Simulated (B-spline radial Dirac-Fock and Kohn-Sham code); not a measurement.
## X-ray lines that fill the 1s vacancy in Pr⁴⁺

System: Pr⁴⁺, configuration [Xe] 4f1.

Method: independent-particle rates on relativistic LDA orbitals of the hole state (multipoles up to L = 3, Coulomb Auger matrix elements, transition energies from Dirac-Fock). Computed with a radial finite-basis atomic code.

```tsv
line	multipole	energy (eV)	width (meV)	share (%)
Kα2	E1	35545.8	4160	28.7
Kα1	E1	36022.0	7600	52.4
Kβ3	E1	40644.4	735	5.06
Kβ1	E1	40740.5	1430	9.84
Kβ5''	E2	41033.3	9.34	0.0644
Kβ5'	E2	41053.4	12.6	0.0865
Kβ2''	E1	41739.1	161	1.11
Kβ2'	E1	41760.1	315	2.17
K-N5	E2	41873.9	2.81	0.0194
K-O2	E1	41976.4	29.5	0.203
K-O3	E1	41980.0	57.8	0.398
```

The listed lines hold 100.0 % of the radiative rate. The radiative width is 14.5 eV in the length form and 14.8 eV in the velocity form; the two differ because the transition energies are not eigenvalue differences of the potential that gave the orbitals. Kα2/Kα1 is 0.547 and Kβ/Kα is 0.234.
